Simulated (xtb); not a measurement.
C$_{3}$H$_{9}$BO$_{3}$, charge +1, doublet, geometry from GFN2-xTB (a state made from the parent by changing its charge; the spin is typed, not shown lowest); xtb with GFN2-xTB.

xtb was given this input:
```
$ xtb mol.xyz --gfn 2 --chrg 1 --uhf 1 --json

# file mol.xyz
16

B      0.00567934    -0.00429445     0.00143635
O      0.81387960     0.96705062     0.51017150
C      0.83120986     2.30819714     0.14169848
H      0.66266147     2.91315135     1.04456416
H      1.84844245     2.55815838    -0.19393716
H      0.09777583     2.54491792    -0.62957265
O      0.10173792    -1.28178914     0.46415876
C      0.97107655    -1.74423266     1.44674937
H      0.37109627    -2.20133857     2.24727767
H      1.56503160    -2.56514410     1.01911883
H      1.61702603    -0.96049626     1.84334560
O     -0.89861146     0.30188995    -0.97023060
C     -1.78464909    -0.57682729    -1.58448765
H     -1.70271370    -1.59547004    -1.20438019
H     -2.80373653    -0.18643051    -1.44793124
H     -1.60112840    -0.54629458    -2.66856327
```

Task: Write the output that xtb gives for this input, abridged.

Result: 
```
   ID    Z sym.   atoms
    1    5 B      1
    2    8 O      2, 7, 12
    3    6 C      3, 8, 13
    4    1 H      4-6, 9-11, 14-16

           -------------------------------------------------
          |                Calculation Setup                |
           -------------------------------------------------

           -------------------------------------------------
          |                 G F N 2 - x T B                 |
           -------------------------------------------------

          ...................................................
          :                      SETUP                      :
          :.................................................:
          :  # basis functions                  37          :
          :  # atomic orbitals                  37          :
          :  # shells                           23          :
          :  # electrons                        41          :
          :  max. iterations                   250          :
          :  Hamiltonian                  GFN2-xTB          :
          :  restarted?                      false          :
          :  GBSA solvation                  false          :
          :  PC potential                    false          :
          :  electronic temp.          300.0000000     K    :
          :  accuracy                    1.0000000          :
          :  -> integral cutoff          0.2500000E+02      :
          :  -> integral neglect         0.1000000E-07      :
          :  -> SCF convergence          0.1000000E-05 Eh   :
          :  -> wf. convergence          0.1000000E-03 e    :
          :  Broyden damping             0.4000000          :
          :  net charge                          1          :
          :  unpaired electrons                  1          :
          ...................................................

 iter      E             dE          RMSdq      gap      omega  full diag
   1    -24.1297235 -0.241297E+02  0.593E+00    9.20       0.0  T
   2    -24.2439255 -0.114202E+00  0.359E+00    7.04       1.0  T
   3    -24.2425096  0.141587E-02  0.126E+00    7.99       1.0  T
   4    -24.2068708  0.356388E-01  0.135E+00    7.29       1.0  T
   5    -24.2419690 -0.350982E-01  0.684E-01    7.54       1.0  T
   6    -24.2441942 -0.222516E-02  0.617E-01    7.58       1.0  T
   7    -24.2530598 -0.886561E-02  0.152E-01    7.74       1.0  T
   8    -24.2519212  0.113864E-02  0.211E-01    7.71       1.0  T
   9    -24.2503995  0.152169E-02  0.316E-01    7.69       1.0  T
  10    -24.2531114 -0.271190E-02  0.390E-02    7.70       1.0  T
  11    -24.2531444 -0.330685E-04  0.163E-02    7.69       1.5  T
  12    -24.2531509 -0.645382E-05  0.317E-03    7.70       7.9  T
  13    -24.2531509 -0.473229E-07  0.275E-03    7.70       9.1  T
  14    -24.2531511 -0.200712E-06  0.467E-04    7.70      53.6  T
  15    -24.2531511  0.247553E-08  0.535E-04    7.70      46.8  T

   *** convergence criteria satisfied after 15 iterations ***

         :::::::::::::::::::::::::::::::::::::::::::::::::::::
         ::                     SUMMARY                     ::
         :::::::::::::::::::::::::::::::::::::::::::::::::::::
         :: total energy             -24.044041776808 Eh    ::
         :: gradient norm              0.000156896139 Eh/a0 ::
         :: HOMO-LUMO gap              7.698391033792 eV    ::
         ::.................................................::
         :: SCC energy               -24.253120364151 Eh    ::
         :: -> isotropic ES            0.143964194016 Eh    ::
         :: -> anisotropic ES         -0.009069955904 Eh    ::
         :: -> anisotropic XC          0.005453325688 Eh    ::
         :: -> dispersion             -0.006905076921 Eh    ::
         :: repulsion energy           0.209078587344 Eh    ::
         :: add. restraining           0.000000000000 Eh    ::
         :: total charge               1.000000000000 e     ::
         :::::::::::::::::::::::::::::::::::::::::::::::::::::

           -------------------------------------------------
          |                Property Printout                |
           -------------------------------------------------

    * Orbital Energies and Occupations

         #    Occupation            Energy/Eh            Energy/eV
      -------------------------------------------------------------
         1        2.0000           -0.8959499             -24.3800
       ...           ...                  ...                  ...
         9        2.0000           -0.7434871             -20.2313
        10        2.0000           -0.7434863             -20.2313
        11        2.0000           -0.7156054             -19.4726
        12        2.0000           -0.7155756             -19.4718
        13        2.0000           -0.7048496             -19.1799
        14        2.0000           -0.7048403             -19.1797
        15        2.0000           -0.7038091             -19.1516
        16        2.0000           -0.6385337             -17.3754
        17        2.0000           -0.6362248             -17.3126
        18        2.0000           -0.6168766             -16.7861
        19        2.0000           -0.6168750             -16.7860
        20        1.5001           -0.5998113             -16.3217
        21        1.4999           -0.5998104             -16.3217 (HOMO)
        22                         -0.3168997              -8.6233 (LUMO)
        23                         -0.1465304              -3.9873
        24                         -0.1133662              -3.0849
        25                         -0.1132326              -3.0812
        26                         -0.0227637              -0.6194
        27                         -0.0227559              -0.6192
        28                         -0.0220045              -0.5988
        29                          0.0132478               0.3605
        30                          0.0133134               0.3623
        31                          0.0168962               0.4598
        32                          0.0341235               0.9285
       ...                                ...                  ...
        37                          0.3593906               9.7795
      -------------------------------------------------------------
                  HL-Gap            0.2829107 Eh            7.6984 eV
             Fermi-level           -0.5290830 Eh          -14.3971 eV

     #   Z          covCN         q      C6AA      α(0)
     1   5 B        2.394     0.529    18.450     7.955
     2   8 O        1.639    -0.250    18.168     5.754
     3   6 C        3.633     0.012    20.761     6.558
     4   1 H        0.923     0.148     1.405     1.854
     5   1 H        0.923     0.148     1.404     1.853
     6   1 H        0.924     0.099     1.798     2.097
     7   8 O        1.639    -0.250    18.169     5.754
     8   6 C        3.633     0.012    20.761     6.558
     9   1 H        0.923     0.148     1.404     1.853
    10   1 H        0.923     0.148     1.405     1.854
    11   1 H        0.924     0.099     1.798     2.097
    12   8 O        1.639    -0.250    18.168     5.754
    13   6 C        3.633     0.012    20.760     6.558
    14   1 H        0.924     0.099     1.798     2.097
    15   1 H        0.923     0.148     1.405     1.854
    16   1 H        0.923     0.148     1.404     1.853

 Mol. C6AA /au·bohr⁶  :       1738.665965
 Mol. C8AA /au·bohr⁸  :      38353.274331
 Mol. α(0) /au        :         62.301101

Wiberg/Mayer (AO) data.
largest (>0.10) Wiberg bond orders for each atom

 ---------------------------------------------------------------------------
     #   Z sym  total        # sym  WBO       # sym  WBO       # sym  WBO
 ---------------------------------------------------------------------------
     1   5 B    3.397 --     7 O    1.104     2 O    1.104    12 O    1.104
     2   8 O    2.255 --     1 B    1.104     3 C    1.023
     3   6 C    3.827 --     2 O    1.023     6 H    0.974     4 H    0.892
                             5 H    0.891
     4   1 H    0.926 --     3 C    0.892
     5   1 H    0.925 --     3 C    0.891
     6   1 H    0.990 --     3 C    0.974
     7   8 O    2.256 --     1 B    1.104     8 C    1.023
     8   6 C    3.827 --     7 O    1.023    11 H    0.974    10 H    0.892
                             9 H    0.892
     9   1 H    0.925 --     8 C    0.892
    10   1 H    0.926 --     8 C    0.892
    11   1 H    0.990 --     8 C    0.974
    12   8 O    2.255 --     1 B    1.104    13 C    1.023
    13   6 C    3.827 --    12 O    1.023    14 H    0.974    15 H    0.892
                            16 H    0.892
    14   1 H    0.990 --    13 C    0.974
    15   1 H    0.926 --    13 C    0.892
    16   1 H    0.925 --    13 C    0.892
 ---------------------------------------------------------------------------

Topologies differ in total number of bonds
Writing topology from bond orders to xtbtopo.mol

molecular dipole:
                 x           y           z       tot (Debye)
 q only:        0.012      -0.008       0.001
   full:        0.012      -0.008       0.001       0.037
molecular quadrupole (traceless):
                xx          xy          yy          xz          yz          zz
 q only:       -2.819       2.875       6.051       9.929      -2.932      -3.232
  q+dip:       -2.188       2.234       4.682       7.687      -2.274      -2.494
   full:       -2.215       2.259       4.739       7.780      -2.300      -2.524

           -------------------------------------------------
          | TOTAL ENERGY              -24.044041776808 Eh   |
          | GRADIENT NORM               0.000156896139 Eh/α |
          | HOMO-LUMO GAP               7.698391033792 eV   |
           -------------------------------------------------

normal termination of xtb
```
